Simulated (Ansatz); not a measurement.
**A geometry optimisation of BCuF2Si with r2SCAN-D4/def2-SVP**

The starting geometry of this gas-phase singlet was optimised with GFN2-xTB; its bonds are those of `F[Si][B](F)[Cu]`.

```xyz
5

B     0.1422    0.3693   -0.8331
Cu    1.8977    0.9497   -0.0263
F    -0.6842   -2.3193    0.2350
F    -0.4322    1.1113   -1.8476
Si   -1.1701   -0.7311    0.0671
```

Predict what becomes of its bonds when it is optimised with r2SCAN-D4/def2-SVP.

A new bond forms, giving a structure given below by its coordinates. Contacts that close: Cu2–Si5 (3.50 → 2.28 Å).

The energy falls by 1.32 eV over 11 steps:

| step | E − E(last) (eV) |
| --- | --- |
| 1 | 1.317 |
| 2 | 1.016 |
| 3 | 0.753 |
| 4 | 0.476 |
| 5 | 0.124 |
| 7 | 0.023 |
| 8 | 0.006 |
| 9 | 0.000 |
| 10 | 0.000 |
| 11 | 0.000 |

Final geometry (Å):

```csv
atom,x (Å),y (Å),z (Å)
B,-0.1020,0.4068,-1.1933
Cu,1.3362,0.4240,0.2688
F,-0.4795,-2.1907,0.1946
F,-0.2880,1.3115,-2.1126
Si,-0.7134,-0.5718,0.4376
```

Frequencies at the end are all real (lowest 112 cm⁻¹). Run with Ansatz 0.2.0, 28 s on 1 thread of Intel(R) Xeon(R) 6975P-C (Granite Rapids), on a shared host.
